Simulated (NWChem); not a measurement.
Species: SeClF; SMILES Cl[Se]F

```xyz
3

Se     0.4149     0.4649     0.0000
F     -1.1488     1.2595     0.0000
Cl    -0.2217    -1.5966     0.0000
```
Atoms are numbered in this order, from 1.

Computed with NWChem. The geometry was optimised at PBE0/def2-SVP. Ions are spin-unrestricted doublets at the neutral geometry; other ion states weren't tried.

For level PBE/def2-SVP:

* **vertical ionisation energy, ΔSCF (eV)**: 9.21
* **−ε(HOMO) (eV)**: 5.52

Question: How do the values read with level PBE0/def2-SVP instead?

Answer: The vertical ionisation energy, ΔSCF (eV) is 9.60 and the −ε(HOMO) (eV) comes out as 6.98.
